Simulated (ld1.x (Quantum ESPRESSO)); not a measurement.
**Before and after: TM potential for Pd (Z = 46)**

palladium, norm-conserving Troullier–Martins (Kleinman–Bylander form), made with ld1.x (Quantum ESPRESSO) 7.5 (PBE, scalar-relativistic). Core [Ar] 3d10 4s2, reference 4p6 4d8 5s0 5p0 (charge +2). Waves: 5s (bound, empty): rc 2.35 bohr; 4p (bound): rc 1.10 bohr; 4d (bound): rc 1.85 bohr. Local part: all-electron potential smoothed inside 1.65 bohr (lloc = -1). Core correction: Bessel-smoothed model core inside 0.80 bohr.

Change: wave 4d (bound): rc 1.85 bohr becomes 4d (bound): rc 1.20 bohr.

Cutoffs: the cutoffs (Ry, on a coarse ladder) from which the occupation-weighted sum of valence levels, in a spherical-Bessel basis at the reference potential, stays within 10 and 1 mRy of its value at 400 Ry; they do not see the model core or the augmentation charge, which bear on the density cutoff. Errors are all-electron minus pseudo energies relative to the spin-unpolarised reference configuration.

**Question.** How do hardness, ghosts and transferability respond?

**Answer.** The potential gets neither clearly harder nor softer (140 Ry and 180 Ry → 140 Ry and 180 Ry); both files keep a bound ghost (s); of the 7 tests that both files solve, the error grows in 2 and shrinks in 0 by more than 15 % and 0.3 meV (median size 15.8 → 17.6 meV); the range in which the d phases agree widens (upper end 0.8 → at the end of the scan).

```csv
quantity,base,changed
"cutoff, loose",140 Ry,140 Ry
"cutoff, tight",180 Ry,180 Ry
loose cutoff by channel (10 mRy a level),"p 80 Ry, d 45 Ry","p 80 Ry, d 55 Ry"
bound ghosts,s,s
"error for 4p6 4d10 5s0 5p0, meV [ΔE -29.93 eV]",-21,-18
"error for 4p6 4d9 5s0 5p0, meV [ΔE -20.82 eV]",-6.8,-6.7
"error for 4p6 4d7 5s0 5p0, meV [ΔE 34.36 eV]",-16,-18
"error for 4p6 4d8 5s1 5p0, meV [ΔE -16.29 eV]",-6.7,-7.4
"error for 4p6 4d9 5s0 5p1, meV [ΔE -24.70 eV]",+21,+22
"error for 4p6 4d6 5s0 5p0, meV [ΔE 83.71 eV]",-62,-79
"error for 4p6 4d9 5s1 5p0, meV [ΔE -28.43 eV]",+12,+14
s: phases at 2.56 bohr within 0.05 rad from the reference energy up to (Ry; the scan ends near 5),n/a,n/a
p: phases at 2.56 bohr within 0.05 rad from the reference energy up to (Ry; the scan ends near 5),-1.0,-1.0
d: phases at 2.56 bohr within 0.05 rad from the reference energy up to (Ry; the scan ends near 5),0.8,to the end of the scan
```

 A true bound ghost makes a file unfit for plane-wave use even where its test errors are small: the radial tests pick states by their node count and pass the ghost by.
